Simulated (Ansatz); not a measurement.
Two structures of BH₄ClO₂, closed shell, reached by relaxing down either side of one saddle point (PBE0-D4/def2-TZVP). Energies are electronic, without zero-point energy. Ansatz 0.2.0; basis: def2-TZVPP and def2-QZVPP; cores frozen in the correlated methods. Extrapolation: Hartree–Fock as exp(−7.88 √X), correlation as X^−2.97. First:

```
8
angstrom
B 0.0358 0.0898 -0.7830
H 1.1792 0.4095 -0.9177
O -0.8338 -0.0354 -1.8164
O -0.4160 -0.1615 0.4779
H 0.5708 -0.0586 2.0533
Cl 1.2554 0.0118 3.1527
H -0.4459 0.1570 -2.6718
H -1.3455 -0.4127 0.5050
```

Second:

```xyz
8
angstrom
B -0.6914 0.3668 0.2290
H 2.1615 -1.0754 -0.3001
O -0.5254 0.7352 -1.0659
O -1.3309 -0.7757 0.5522
H 2.1435 -0.9349 0.4328
Cl -0.0788 1.3773 1.5485
H -0.0536 1.5642 -1.1702
H -1.6250 -1.2576 -0.2264
```

Which bonds change from the first to the second?

BH₃O₂ ([OH][BH][OH]) + HCl → BH₂ClO₂ ([OH][B]([OH])[Cl]) + H₂; bonds formed: B1–Cl6, H2–H5; bonds broken: B1–H2, H5–Cl6.

Give the saddle point's structure and its height above each. (To be estimated.)

By the calculation: 1.634 eV above the first and 2.076 eV above the second (CCSD(T) at an estimated basis limit (MP2 extrapolated from triple and quadruple zeta, plus CCSD(T) − MP2 in triple zeta)).
B1  (-0.063, -0.196, -0.134)
H2  (1.214, -0.652, -0.105)
O3  (-0.348, 0.649, -1.160)
O4  (-0.836, -1.239, 0.243)
H5  (1.173, -0.049, 0.636)
Cl6  (0.504, 1.096, 1.610)
H7  (0.121, 1.485, -1.133)
H8  (-1.765, -1.096, 0.042)
(Å)

The T1 diagnostic stays at or below 0.013.

Labels in which every atom is bracketed show which atoms are joined, not bond orders.

For scale, one of the runs: CCSD(T)/def2-TZVPP, 191 basis functions, launched by `ansatz run in.yaml --threads 2 --pin off --events-out ev --progress --plain --max-ram 4352MiB`. Hardware: 2 CPU threads of an Arm Neoverse V1, shared host. Wall time 74 s; peak host memory 2.2 GiB.
